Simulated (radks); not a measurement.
Values are calculated unless marked as measured or tabulated.
Valence configurations of Pm+ (all share [Xe]). Code: a radial shooting solver on a logarithmic mesh with Libxc functionals. Model: scalar-relativistic Kohn-Sham, LDA (Slater exchange, Perdew-Wang correlation), spin-polarised, spherical densities, point nucleus; open shells are filled with parallel spins first (spin-orbit coupling, left out, can overturn this in heavy ions). Energies are relative to 4f5 6s1; eigenvalues in eV for spin up.

valence          E (eV)  moment (Bohr magnetons)    e(4f)    e(5d)   e(6p)    e(6s)
4f5 6s1           0.000                        6   -9.415        -       -   -8.898
4f5.5 6s0.5       0.330                        6   -6.265        -       -   -8.066
4f4.5 6s1 6p0.5   2.722                        6  -13.685        -  -6.528  -10.025
4f4.5 6s0.5 6p1   4.475                        6  -14.257        -  -6.802  -10.316
4f3 5d2 6s1      11.755                        6  -21.308  -10.642       -  -10.132
4f3 6s1 6p2      22.703                        6  -28.594        -  -8.699  -13.116
4f5.5 6p0.5       1.818                        6   -6.832        -  -5.440        -
4f5 6p1           3.225                        6  -10.569        -  -6.284        -
4f4.5 5d0.5 6s1   1.274                        6  -12.061   -8.555       -   -9.255
4f4.5 5d0.5 6p1   4.650                        6  -13.214   -9.412  -6.486        -

NIST lists [Xe] 4f5 6s1 as the ground configuration; this level of theory agrees among the configurations tried. The energies are those of spherical high-spin densities, not of single terms.
